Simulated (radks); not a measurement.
Values are calculated unless marked as measured or tabulated.
Problem. These are the eigenvalues of the occupied orbitals of an atom or ion with whole-number occupations (Ry). Level of theory: scalar-relativistic Kohn-Sham, PBE, spin-unpolarised, spherical densities, finite nucleus; Fermi nuclear charge, rms radius of each element as measured or else 0.836 A^(1/3) + 0.57 fm (a radial shooting solver on a logarithmic mesh with Libxc functionals).

1s: -25.96879
5d: -0.58632

Which element is it, and in what charge state? The configuration may be excited.

Solution. Z = 6, carbon, charge +3: C3+ in [He] 5d1. The 1s level, -12.984 hartree, gives Z - s = 5.1 by -(Z - s)^2/2, which with screening and relativity narrows Z to a few neighbours, and the depths must fix Z and the occupations together.
